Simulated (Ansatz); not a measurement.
Geometry optimisation, Ansatz, RKS B3LYP-D4/def2-SVP.

Input:

```yaml
crystal:
  periodic: [false, false, false]
  atoms:
    - { symbol: O, position_ang: [-0.2336, 1.4575, -0.9564] }
    - { symbol: Ga, position_ang: [0.2085, -0.3595, -0.3947] }
    - { symbol: O, position_ang: [-0.07564, -1.70123, -1.02664] }
    - { symbol: Cl, position_ang: [1.74463, -0.61, 0.56066] }
    - { symbol: H, position_ang: [-0.7915, 1.5681, -0.141] }
    - { symbol: H, position_ang: [-0.21415, -1.48261, -1.99825] }
basis:
  gaussian: { orbitals: def2-SVP }
hamiltonian:
  xc: b3lyp
  dispersion: d4
relax:
  f_tol: 0.015
  max_steps: 40
```

Command:

```bash
$ ansatz run input.yaml --threads 1 --pin off --max-ram 2048MiB --backend cpu --events-out ev --progress --plain --runs-dir out
```

Task: Where does it end, and by what steps?

Result: The forces met the threshold. After 9 steps the energy has fallen by 4.238 eV; Cl4 moved furthest, 0.55 Å. The start is strongly strained (largest force component 16 eV/Å).

```
step  energy less start (eV)  largest force component (eV/Å)  accepted
   0                  0.0000                          15.973       yes
   1                 -2.9814                           6.268       yes
   2                 -3.8926                           0.869       yes
   3                 -4.0502                           2.114       yes
   4                 -4.1194                           1.528       yes
   5                 -4.0837                           2.133        no
   6                 -4.2029                           0.439       yes
   7                 -4.2332                           0.093       yes
   8                 -4.2369                           0.057       yes
   9                 -4.2376                           0.006       yes
```

```xyz
6
Properties=species:S:1:pos:R:3
O -0.614 1.140 -0.771
Ga 0.350 -0.327 -0.475
O 0.073 -1.775 -1.462
Cl 1.846 -0.394 1.058
H -0.396 1.875 -0.182
H -0.621 -1.647 -2.123
```

Whether the end is a true minimum wasn't checked by a vibrational analysis.

Time of the run: 34 s on 1 thread of Arm Neoverse V2 (shared host), peak memory 0.19 GiB.
